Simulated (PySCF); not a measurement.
MP2 beside CCSD(T) along the second period: bonds to H

MP2 and CCSD(T) in PySCF with def2-SVPD on every atom, for the lowest determinant that a PBE0 search found; no spin–orbit coupling.

| molecule | state (unpaired electrons) | MP2 Re (Å) | MP2 ωe (cm⁻¹) | MP2 De (eV) | CCSD(T) Re (Å) | CCSD(T) ωe (cm⁻¹) | CCSD(T) De (eV) |
| --- | --- | --- | --- | --- | --- | --- | --- |
| LiH | singlet (closed shell) | 1.600 | 1435 | 2.14 | 1.605 | 1401 | 2.38 |
| BeH | doublet (σ ↑) | 1.341 | 2120 | 2.32 | ? | ? | ? |
| BH | singlet (closed shell) | 1.235 | 2470 | 3.37 | 1.243 | 2390 | 3.53 |
| HF | singlet (closed shell) | 0.923 | 4118 | 6.07 | 0.923 | 4116 | 5.90 |

Problem. Estimate the CCSD(T) values of BeH by adding the mean shift from MP2 to CCSD(T) of the other rows, and compare with the calculation.

Solution. The mean shifts are +0.4 pm, -39 cm⁻¹ and +0.08 eV, which give 1.345 Å, 2081 cm⁻¹ and 2.40 eV. CCSD(T)/def2-SVPD gives Re = 1.348 Å, ωe = 2054 cm⁻¹, De = 2.01 eV.

Problem. What are the mean differences of MP2 from CCSD(T) over the whole series?

Solution. Re -0.5 pm, ωe +46 cm⁻¹, De +0.02 eV.

In a basis of this size CCSD(T) is itself not converged; it tends to give bonds that are too long and too weak.

Correlated steps freeze the inner cores (0 to 1 orbitals); shallow outer-core shells are correlated. Correlated levels converge slowly with the basis: in double zeta they bind strong bonds too weakly, by up to about 1 eV, and carry superposition errors of some tenths. Where the molecule has an RHF reference, its open-shell atoms are computed with UHF. States were picked by a PBE0 search and need not be the measured ground states.
